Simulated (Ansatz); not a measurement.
The same path of Cl2FGe2H3 + ClH (10 atoms, charge 0, multiplicity 1) was run twice with different band settings. Lost on the way: Ge1–F2, Cl9–H10. Made: Ge1–Cl9, F2–H10.

Computed with Ansatz, RKS PBE/def2-SVP.

Relaxed end points:

```xyz
10
Properties=species:S:1:pos:R:3
Ge 0.155 -0.083 -0.274
F -0.277 -0.681 1.353
Cl 2.281 0.308 -0.127
Ge -1.147 1.886 -0.924
H -2.610 1.448 -1.121
H -0.966 2.951 0.175
H -0.501 2.335 -2.258
Cl -0.152 -1.799 -1.561
Cl -2.821 0.841 2.208
H -1.757 0.084 2.076
```

```xyz
10
Properties=species:S:1:pos:R:3
Ge -0.209 -0.288 -0.294
F -1.219 1.485 2.054
Cl 1.788 -0.242 0.551
Ge -1.130 1.899 -0.904
H -2.649 1.837 -0.638
H -0.405 2.986 -0.092
H -0.846 2.034 -2.423
Cl -0.153 -1.645 -1.997
Cl -1.481 -1.353 1.192
H -1.493 0.576 2.099
```

Common settings: movable images 7; climbing image yes; spring 5.0 eV/Å²; optimiser quadratic models (default); start path through a guess of the saddle point; iteration limit 60; end points relaxed.

| run | force threshold |
| --- | --- |
| 1 | 0.05 eV/Å |
| 2 | 0.5 eV/Å |

What does each run give, and how far can it be trusted?

Run 1: converged after 32 iterations, highest image 0.762 eV above the first end. The profile has 2 maxima (images 4, 6) with wells between them (image 5): this band takes more than one step, which may be the mechanism or a detour left from its start path. A vibrational analysis at the climbing image gives one clearly imaginary mode, 166i cm⁻¹: a first-order saddle point.
Run 2: converged after 7 iterations, highest image 0.843 eV above the first end. The threshold of 0.5 eV/Å is loose, so the images may lie well off the minimum-energy path. The order of the point at the top wasn't checked.
The orbitals stay closed-shell, which can raise the energy where a bond breaks towards radicals; this wasn't checked here.
